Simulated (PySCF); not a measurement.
A species of formula C7H14S2 has this rotational fingerprint, computed with PBE0/pcSseg-1 in PySCF (dipole) on a GFN2-xTB geometry, gas phase:

| Property | Result |
| --- | --- |
| Rotational constants | A = 1841, B = 786.2, C = 639.8 MHz |
| Dipole components | \|μa\| = 2.00 D, \|μb\| = 0.42 D, \|μc\| = 1.31 D |
| Inertial defect | -127.40 u·Å² |
| κ | -0.76 |

Question: Which structure is it? (One computed conformer of each.)
A. `[CH3:1][CH2:2][C@@H:3]1[CH2:4][S:5][S:6][CH2:7][C@@H:8]1[CH3:9]` with C1–C2–C3–C4 -176°, C2–C3–C4–S5 166°, C3–C4–S5–S6 65°, C4–S5–S6–C7 -59°, S5–S6–C7–C8 66°
B. `[CH3:1][CH:2]([CH3:3])[CH:4]1[CH2:5][S:6][CH2:7][S:8][CH2:9]1` with C1–C2–C4–C5 69°, C2–C4–C5–S6 163°, C4–C5–S6–C7 62°, C5–S6–C7–S8 -62°, S6–C7–S8–C9 62°

Answer: B. It is CC(C)C1CSCSC1, an asymmetric top, point group C1. The candidates at the same level (rigid rotor, commonest isotopes):

```json
{"SMILES": "CC[C@@H]1CSSC[C@@H]1C", "A (MHz)": "1952", "B (MHz)": "848.0", "C (MHz)": "682.7", "μa (D)": "2.98", "μb (D)": "0.58", "μc (D)": "0.14", "Δ (u·Å²)": "-114.54", "point group": "C1", "rotor": "asymmetric top"}
{"SMILES": "CC(C)C1CSCSC1", "A (MHz)": "1841", "B (MHz)": "786.2", "C (MHz)": "639.8", "μa (D)": "2.00", "μb (D)": "0.42", "μc (D)": "1.31", "Δ (u·Å²)": "-127.40", "point group": "C1", "rotor": "asymmetric top"}
```

`CC[C@@H]1CSSC[C@@H]1C` has B 8 % too high. No structure here is proved a minimum.
